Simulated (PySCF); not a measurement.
C3H4BFO, SMILES B1([C@@H](C=C1)F)O. Atoms are numbered in the order given.

```xyz
10

O      1.8438     0.8299     0.0107
B      0.5550     0.5519     0.2799
C     -0.7430     1.3847     0.2947
C     -1.4031     0.2335     0.0108
C     -0.3331    -0.7906     0.2989
F     -0.1107    -1.7259    -0.6948
H      2.3829     0.0371    -0.0841
H     -1.1229     2.4071     0.3269
H     -2.4258     0.0543    -0.3497
H     -0.4882    -1.3293     1.2490
```

Coordinates come from a PBE0-D3(BJ)/def2-SVP optimisation. The structure was generated by enumeration; whether it is a known compound was not checked. One conformer was computed; it need not be the lowest.

Two levels are set side by side: PBE/pcSseg-1 (PySCF) and KT2/pcSseg-1 (PySCF). GIAO shifts against BF3 (¹¹B), CFCl3 (¹⁹F), H2O (¹⁷O), TMS (¹H), TMS (¹³C) at the same level; non-relativistic, no solvent, atoms listed together averaged. Differences are taken from unrounded values.

| quantity | KT2 |
|---|---|
| δ(¹⁷O) of O1 (ppm) | 134.0 |
| δ(¹¹B) of B2 (ppm) | 20.6 |
| δ(¹³C) of C3 (ppm) | 140.9 |
| δ(¹³C) of C4 (ppm) | 164.3 |
| δ(¹³C) of C5 (ppm) | 90.4 |
| δ(¹⁹F) of F6 (ppm) | -236.5 |
| δ(¹H) of H7 (ppm) | 4.86 |
| δ(¹H) of H8 (ppm) | 6.70 |
| δ(¹H) of H9 (ppm) | 8.55 |
| δ(¹H) of H10 (ppm) | 5.35 |

Problem. What does PBE give, and how far is it from KT2? (The exact figures need the calculation; the answer reports its results.)

Solution. 
```csv
quantity,PBE,PBE minus KT2
δ(¹⁷O) of O1 (ppm),143.2,9.1
δ(¹¹B) of B2 (ppm),21.6,1.0
δ(¹³C) of C3 (ppm),151.8,10.9
δ(¹³C) of C4 (ppm),173.7,9.4
δ(¹³C) of C5 (ppm),92.4,1.9
δ(¹⁹F) of F6 (ppm),-232.7,3.9
δ(¹H) of H7 (ppm),5.03,0.17
δ(¹H) of H8 (ppm),6.93,0.23
δ(¹H) of H9 (ppm),8.65,0.10
δ(¹H) of H10 (ppm),5.34,-0.02
```

Rough cost on one machine, each run with all the roots and properties that it gave: KT2 against PBE within a factor of 2.
